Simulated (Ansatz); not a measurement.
The same path of CH8Si2 + H2Se (14 atoms, charge 0, multiplicity 1) was run twice with different band settings. Lost on the way: Si1–C2, H6–Se7. Made: Si1–Se7, C2–H6.

All numbers below come from RKS B3LYP-D4/def2-SVP in Ansatz 0.2.0.

Relaxed end points:

```xyz
14
Properties=species:S:1:pos:R:3
Si -0.657 -0.952 0.696
C 0.683 -0.091 1.718
H -1.932 -0.175 0.748
H -0.940 -2.298 1.286
Si 0.027 -1.234 -1.546
H -0.558 3.106 0.169
Se -0.728 2.478 -1.156
H 0.909 0.900 1.296
H 0.358 0.041 2.763
H 1.613 -0.683 1.721
H 1.222 -0.389 -1.846
H -1.058 -0.872 -2.508
H 0.409 -2.658 -1.801
H 0.653 2.827 -1.540
```

```xyz
14
Properties=species:S:1:pos:R:3
Si -1.633 -0.311 -0.377
C 1.367 0.786 1.842
H -3.009 -0.762 -0.733
H -1.423 -0.540 1.082
Si -0.012 -1.412 -1.675
H 0.546 1.503 1.699
Se -1.628 1.939 -0.909
H 2.263 1.318 2.194
H 1.070 0.035 2.588
H 1.594 0.286 0.889
H 1.297 -0.711 -1.517
H -0.415 -1.364 -3.111
H 0.152 -2.837 -1.257
H -0.169 2.070 -0.715
```

Common settings: movable images 5; spring 5.0 eV/Å²; start path through a guess of the saddle point; force threshold 0.05 eV/Å; iteration limit 60; end points relaxed.

| run | climbing image | optimiser |
| --- | --- | --- |
| 1 | yes | quadratic models (default) |
| 2 | from the first iteration | lbfgs |

Question: What does each run give, and how far can it be trusted?

Answer: Run 1: converged after 17 iterations, highest image 2.221 eV above the first end. Neighbouring images differ by up to 2.1 eV, so the band resolves the path poorly. A vibrational analysis at the climbing image gives one clearly imaginary mode, 863i cm⁻¹: a first-order saddle point.
Run 2: converged after 57 iterations, highest image 2.234 eV above the first end. Neighbouring images differ by up to 1.9 eV, so the band resolves the path poorly. The order of the stationary point at the top wasn't checked.
The orbitals stay closed-shell, which can raise the energy where a bond breaks towards radicals; this wasn't checked here.
